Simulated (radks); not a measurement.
Numerical settings for the holmium ion Ho2+, [Xe] 4f11. Method: scalar-relativistic Kohn-Sham, PBE, spin-polarised, spherical densities, point nucleus; open shells are filled with parallel spins first (spin-orbit coupling, left out, can overturn this in heavy ions); computed with a radial shooting solver on a logarithmic mesh with Libxc functionals. The defaults (mesh step 0.008 in ln r, mesh end at 40 bohr or more with all orbitals vanishing there, Anderson mixing 0.5 over 9 steps, residual threshold near 1e-9 with the energy settled to 1e-9 hartree or 1e-11 of itself, here a cap of 86 iterations) give E = -12615.7436 hartree and 4f at -16.041 eV in 16 iterations. Times are rough (one thread of a shared host). Changes against that run (0 stands for a change within the tolerance of the run):

| setting | iterations | converged | E (mhartree) | e(4f) (meV) | CPU (s) |
|---|---|---|---|---|---|
| mesh step in ln r 0.03 | 16 | yes | -0.0021 | 0 | 0.13 |
| mesh step in ln r 0.02 | 16 | yes | 0 | 0 | 0.18 |
| mesh step in ln r 0.2 | 4 | no | diverged | - | 0.02 |
| mesh end (bohr) 400 | 16 | yes | 0 | 0 | 0.4 |
| mesh end (bohr) 2 | 14 | level above zero | +7.27e+03 | +3.78e+04 | 0.28 |
| residual threshold 1e-16 | 86 | no | 0 | 0 | 1 |
| residual threshold 0.1 | 12 | yes | 0 | +0.205 | 0.33 |
| mixing 1 | 13 | yes | 0 | 0 | 0.34 |
| linear mixing, mixing 0.5 | 86 | no | +0.000527 | +0.449 | 1.9 |
| linear mixing, mixing 1 | 86 | no | +4.7e+05 | +1.26e+04 | 5 |
| mixing history 3 | 19 | yes | 0 | 0 | 0.42 |
| iteration cap 2 | 2 | no | +2.13e+03 | -4.04e+04 | 0.07 |

Settled on a wrong energy, with an occupied level pushed above zero by the early mesh end: mesh end (bohr) 2 (+7.27 hartree). Apart from these: no run marked as converged misses the energy by more than 1 mhartree. A mesh that ends early acts as a hard wall.
